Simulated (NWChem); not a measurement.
Program: NWChem. System: H3BF2S, charge 0, spin multiplicity 1, at a geometry optimised with B3LYP/def2-SVP. The structure started from a generated list of species. Level: PBE/6-31+G* (spherical d).

The NWChem input:

```
start mol
memory heap 200 mb stack 900 mb global 1100 mb
geometry units angstroms nocenter noautoz noautosym
  B      1.095007     0.794121     0.063710
  H      1.970921     0.131226     0.542852
  F      0.334421     1.569081     0.816972
  F      0.942473     0.880306    -1.246374
  S     -0.990498    -1.522726     0.212773
  H     -1.837423    -0.574875     0.675088
  H     -1.252611    -1.207828    -1.076238
end
basis spherical
  * library 6-31+g*
end
dft
  xc xpbe96 cpbe96
  semidirect memsize 60000000 filesize 0
  iterations 100
end
task dft energy
```

Part of the output:

```
             Northwest Computational Chemistry Package (NWChem) 7.3.0
             --------------------------------------------------------

                                NWChem Input Module
                                -------------------

 Scaling coordinates for geometry "geometry" by  1.889725989
 (inverse scale =  0.529177249)

                             Geometry "geometry" -> ""
                             -------------------------

 Output coordinates in angstroms (scale by  1.889725989 to convert to a.u.)

  No.       Tag          Charge          X              Y              Z
 ---- ---------------- ---------- -------------- -------------- --------------
    1 B                    5.0000     1.09500700     0.79412100     0.06371000
    2 H                    1.0000     1.97092100     0.13122600     0.54285200
    3 F                    9.0000     0.33442100     1.56908100     0.81697200
    4 F                    9.0000     0.94247300     0.88030600    -1.24637400
    5 S                   16.0000    -0.99049800    -1.52272600     0.21277300
    6 H                    1.0000    -1.83742300    -0.57487500     0.67508800
    7 H                    1.0000    -1.25261100    -1.20782800    -1.07623800

 Effective nuclear repulsion energy (a.u.)     142.6175995945

            Nuclear Dipole moment (a.u.)
            ----------------------------
        X                 Y               Z
 ---------------- ---------------- ----------------
    -0.0000000000    -0.0000094486     0.0000037795


 Summary of "ao basis" -> "" (spherical)
 ------------------------------------------------------------------------------
       Tag                 Description            Shells   Functions and Types
 ---------------- ------------------------------  ------  ---------------------
 *                          6-31+g*                   on all atoms

  pbe96 is a nonlocal functional; adding pw91lda local functional.

                                 NWChem DFT Module
                                 -----------------

 Summary of "ao basis" -> "ao basis" (spherical)
 ------------------------------------------------------------------------------
[...]
 Vector   21  Occ=2.000000D+00  E=-2.446054D-01
              MO Center= -9.2D-01, -1.4D+00,  2.0D-01, r^2= 2.0D+00
   Bfn.  Coefficient  Atom+Function         Bfn.  Coefficient  Atom+Function
  ----- ------------  ---------------      ----- ------------  ---------------
    63      0.510177  5 S  px                64      0.467247  5 S  py
    67      0.286516  5 S  px                68      0.272019  5 S  py
    59     -0.194064  5 S  px                60     -0.177787  5 S  py
    41      0.072008  4 F  px                23      0.064426  3 F  px
    20     -0.059194  2 H  s                 19     -0.055628  2 H  s

 Vector   22  Occ=0.000000D+00  E=-3.526167D-02
              MO Center=  5.4D-01,  3.0D-01,  5.9D-02, r^2= 5.9D+00
   Bfn.  Coefficient  Atom+Function         Bfn.  Coefficient  Atom+Function
  ----- ------------  ---------------      ----- ------------  ---------------
     8      0.394443  1 B  py                66      0.387384  5 S  s
     4      0.365325  1 B  py                 7      0.366154  1 B  px
    11      0.317372  1 B  px                 3      0.315770  1 B  px
    12      0.284305  1 B  py                70     -0.283128  5 S  s
    62      0.219265  5 S  s                 10     -0.165557  1 B  s

 Vector   23  Occ=0.000000D+00  E=-3.255265D-02
              MO Center= -8.2D-01, -3.7D-01, -1.5D-01, r^2= 7.5D+00
   Bfn.  Coefficient  Atom+Function         Bfn.  Coefficient  Atom+Function
  ----- ------------  ---------------      ----- ------------  ---------------
    66      0.943477  5 S  s                 70     -0.753871  5 S  s
    82     -0.471081  7 H  s                 10     -0.461412  1 B  s
    80     -0.449664  6 H  s                  8     -0.334831  1 B  py
    67     -0.318572  5 S  px                68      0.284870  5 S  py
    48      0.265250  4 F  s                 30      0.263309  3 F  s

 Vector   24  Occ=0.000000D+00  E=-2.456050D-02
              MO Center= -1.1D+00, -1.3D+00,  1.0D-01, r^2= 2.6D+00
   Bfn.  Coefficient  Atom+Function         Bfn.  Coefficient  Atom+Function
  ----- ------------  ---------------      ----- ------------  ---------------
    80     -0.901297  6 H  s                 82      0.895186  7 H  s
    69      0.832730  5 S  pz                65      0.454197  5 S  pz
    68      0.302918  5 S  py                67     -0.282545  5 S  px
    79     -0.208657  6 H  s                 81      0.207574  7 H  s
    64      0.162836  5 S  py                61     -0.159263  5 S  pz

 center of mass
 --------------
 x =   0.07914361 y =   0.11086300 z =  -0.01149434

 moments of inertia (a.u.)
 ------------------
         677.469578781546        -307.720197486410          78.164226430187
        -307.720197486410         421.120030291841          18.826557509280
          78.164226430187          18.826557509280         772.865202063981

     Multipole analysis of the density
     ---------------------------------

     L   x y z        total         alpha         beta         nuclear
     -   - - -        -----         -----         ----         -------
     0   0 0 0     -0.000000    -21.000000    -21.000000     42.000000

     1   1 0 0     -0.285675     -0.142838     -0.142838     -0.000000
     1   0 1 0     -0.050992     -0.025491     -0.025491     -0.000009
     1   0 0 1     -0.090655     -0.045329     -0.045329      0.000004

     2   2 0 0    -20.968075    -81.053811    -81.053811    141.139547
     2   1 1 0     -0.241622    -77.786819    -77.786819    155.332016
     2   1 0 1      0.695703     18.129525     18.129525    -35.563346
     2   0 2 0    -25.740882   -139.984952   -139.984952    254.229021
     2   0 1 1      0.903314      4.532588      4.532588     -8.161862
     2   0 0 2    -23.143102    -51.998491    -51.998491     80.853879

 Task  times  cpu:        4.2s     wall:        4.2s

 Total times  cpu:        4.3s     wall:        4.3s
```
